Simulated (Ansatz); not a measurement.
**Question.** Name a neutral molecule of Si, Sn and H with HOMO–LUMO gap (PBE0/def2-TZVPP) between 5.25 and 5.55 eV and HOMO energy (ωB97M-V/def2-TZVPP) between -8.40 and -8.10 eV (Ansatz, PBE0-D4/def2-TZVP geometry).

**Answer.** `[SiH2]1[SiH2][SnH2]1` (5.45 eV, -8.32 eV). Other molecules can fit too; these were computed, each in one conformer that needn't be the lowest.
